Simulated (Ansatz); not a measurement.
Steps of a relaxation of C2H4FNOSi, SMILES `N#COC(F)[SiH3]` with RKS PBE0-D4/def2-TZVP.

```sh
$ ansatz run in.yaml --threads 4 --pin off --events-out ev --progress --plain --max-ram 10444MiB
```

```yaml
crystal:
  periodic: [false, false, false]
  atoms:
    - {symbol: N, position_ang: [-1.588525, 1.832832, 2.509979]}
    - {symbol: C, position_ang: [-1.292498, 1.093019, 1.644885]}
    - {symbol: O, position_ang: [-1.010014, 0.242578, 0.701657]}
    - {symbol: C, position_ang: [0.252748, 0.428010, 0.014004]}
    - {symbol: F, position_ang: [0.154281, 1.518304, -0.813547]}
    - {symbol: Si, position_ang: [0.570463, -1.174382, -1.021334]}
    - {symbol: H, position_ang: [1.033902, 0.647832, 0.777585]}
    - {symbol: H, position_ang: [-0.581591, -1.346444, -1.963070]}
    - {symbol: H, position_ang: [1.852295, -0.957801, -1.768023]}
    - {symbol: H, position_ang: [0.691939, -2.335247, -0.079235]}
basis:
  gaussian: {orbitals: def2-TZVP}
hamiltonian: {xc: pbe0, dispersion: d4}
relax: {f_tol: 0.005, max_steps: 150}
```

Positions (Å) and forces (eV/Å) along the path, 7 of 7 steps:

```xyz
10
step=1 energy=-16260.1439 eV
N    -1.589    1.833    2.510    0.664   -1.630   -1.889
C    -1.292    1.093    1.645   -0.416    1.202    1.339
O    -1.010    0.243    0.702    0.172    0.514    0.207
C     0.253    0.428    0.014    0.125    0.052    0.304
F     0.154    1.518   -0.814   -0.037   -0.317    0.334
Si    0.570   -1.174   -1.021    0.010   -0.050   -0.078
H     1.034    0.648    0.778   -0.455   -0.056   -0.427
H    -0.582   -1.346   -1.963    0.238    0.040    0.216
H     1.852   -0.958   -1.768   -0.268   -0.032    0.176
H     0.692   -2.335   -0.079   -0.032    0.278   -0.182
10
step=2 energy=-16260.2020 eV
N    -1.557    1.813    2.484    0.018    0.002    0.009
C    -1.279    1.088    1.631    0.057   -0.137   -0.181
O    -1.012    0.242    0.691    0.109    0.148    0.033
C     0.249    0.420    0.016   -0.073    0.029    0.139
F     0.149    1.512   -0.799    0.002   -0.080    0.076
Si    0.568   -1.170   -1.020    0.013    0.037    0.033
H     1.013    0.644    0.776   -0.115   -0.042   -0.139
H    -0.577   -1.340   -1.949    0.062    0.006    0.047
H     1.842   -0.948   -1.751   -0.068   -0.017    0.034
H     0.687   -2.310   -0.075   -0.005    0.055   -0.051
10
step=3 energy=-16260.2050 eV
N    -1.545    1.809    2.482    0.011    0.023    0.030
C    -1.275    1.085    1.626   -0.014   -0.028   -0.032
O    -1.016    0.244    0.684    0.054    0.014   -0.032
C     0.243    0.419    0.016   -0.057   -0.016    0.024
F     0.148    1.512   -0.796    0.002   -0.009    0.005
Si    0.569   -1.167   -1.016   -0.001    0.019    0.005
H     1.004    0.638    0.772    0.005    0.001   -0.001
H    -0.571   -1.340   -1.943   -0.005   -0.006   -0.006
H     1.839   -0.948   -1.746    0.004    0.003    0.000
H     0.688   -2.305   -0.075    0.001   -0.001    0.006
10
step=4 energy=-16260.2052 eV
N    -1.540    1.807    2.485    0.017    0.000    0.002
C    -1.274    1.085    1.625   -0.029    0.002    0.009
O    -1.019    0.247    0.680    0.016    0.003   -0.013
C     0.241    0.419    0.015   -0.020   -0.013    0.007
F     0.149    1.512   -0.797    0.002    0.010   -0.009
Si    0.568   -1.166   -1.016    0.002    0.003    0.002
H     1.000    0.636    0.772    0.010    0.001    0.005
H    -0.570   -1.343   -1.945   -0.001   -0.004   -0.004
H     1.839   -0.945   -1.744    0.003    0.002   -0.001
H     0.688   -2.302   -0.073    0.001   -0.003    0.003
10
step=5 energy=-16260.2054 eV
N    -1.531    1.803    2.491    0.015   -0.009   -0.010
C    -1.274    1.086    1.625   -0.026    0.006    0.016
O    -1.024    0.252    0.674   -0.008    0.002    0.006
C     0.236    0.419    0.013    0.016   -0.002   -0.003
F     0.151    1.513   -0.799    0.000    0.009   -0.010
Si    0.568   -1.166   -1.015   -0.001   -0.010   -0.007
H     0.996    0.634    0.772    0.003    0.002    0.005
H    -0.567   -1.349   -1.948    0.000    0.000    0.000
H     1.840   -0.942   -1.740    0.001    0.002    0.001
H     0.688   -2.301   -0.070    0.000    0.001    0.002
10
step=6 energy=-16260.2055 eV
N    -1.523    1.795    2.499    0.001   -0.001    0.000
C    -1.274    1.084    1.626   -0.001    0.003    0.003
O    -1.030    0.258    0.667   -0.007   -0.001   -0.011
C     0.234    0.422    0.009   -0.001   -0.014    0.008
F     0.154    1.514   -0.805   -0.001    0.002    0.005
Si    0.568   -1.166   -1.015    0.000    0.005    0.000
H     0.990    0.636    0.773    0.009    0.008   -0.006
H    -0.565   -1.353   -1.949    0.001    0.000    0.000
H     1.842   -0.943   -1.737   -0.001   -0.001    0.000
H     0.687   -2.298   -0.066    0.000   -0.001    0.002
10
step=7 energy=-16260.2055 eV
N    -1.519    1.791    2.503   -0.001   -0.003   -0.003
C    -1.275    1.083    1.626    0.004    0.002    0.002
O    -1.032    0.261    0.663    0.004    0.000    0.001
C     0.233    0.423    0.008   -0.003   -0.002   -0.002
F     0.155    1.515   -0.806    0.000    0.004   -0.002
Si    0.568   -1.166   -1.014    0.000    0.000    0.004
H     0.989    0.637    0.771   -0.003    0.000    0.002
H    -0.564   -1.354   -1.950    0.000    0.001    0.000
H     1.843   -0.945   -1.735    0.000    0.000    0.000
H     0.686   -2.296   -0.063    0.000   -0.001   -0.001
```

Run time 33 s (4 threads of an Arm Neoverse V1 on a shared host); peak host memory 0.56 GiB.
